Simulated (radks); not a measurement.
Values are calculated unless marked as measured or tabulated.
The caesium ion Cs4+, 51 electrons, occupied as [Kr] 4d10 5s2 5p3.

Code: a radial shooting solver on a logarithmic mesh with Libxc functionals. Model: Dirac Kohn-Sham, LDA (Slater exchange, VWN5 correlation), spin-unpolarised, spherical densities, finite nucleus; open shells fill j = l - 1/2 first; Fermi nuclear charge, rms radius 4.8041 fm.

Energy parts (hartree):
| part | energy |
|---|---|
| total | -7780.0225 |
| kinetic | 8282.7713 |
| electron-nucleus | -18843.8250 |
| Hartree | 2966.1659 |
| exchange-correlation | -185.1348 |

Orbitals (lengths in bohr, moments of r in powers of bohr):
orbital  occ.  eigenvalue (hartree)      <r^2>
1s1/2       2             -1314.682  0.0009266
2s1/2       2             -207.5478    0.01479
2p1/2       2             -195.4567    0.01089
2p3/2       4             -182.5277    0.01217
3s1/2       2             -44.40132     0.1024
3p1/2       2             -39.33792    0.09705
3p3/2       4             -36.86103     0.1049
3d3/2       4             -27.92545    0.08719
3d5/2       6             -27.39893    0.08945
4s1/2       2              -9.65111     0.5446
4p1/2       2              -7.83125     0.5898
4p3/2       4              -7.32002     0.6359
4d3/2       4              -4.35160     0.7945
4d5/2       6              -4.26632     0.8140
5s1/2       2              -2.42919      2.997
5p1/2       2              -1.93074      3.674
5p3/2       1              -1.84956      3.931

The highest occupied level is 5p3/2 at -50.329 eV. Summed over all electrons, <r^2> = 31.95 bohr^2, which gives a Langevin (diamagnetic) susceptibility term of -25.3 x 10^-6 cm^3/mol. The electron density at the nucleus is 2.951e+05 e/bohr^3.
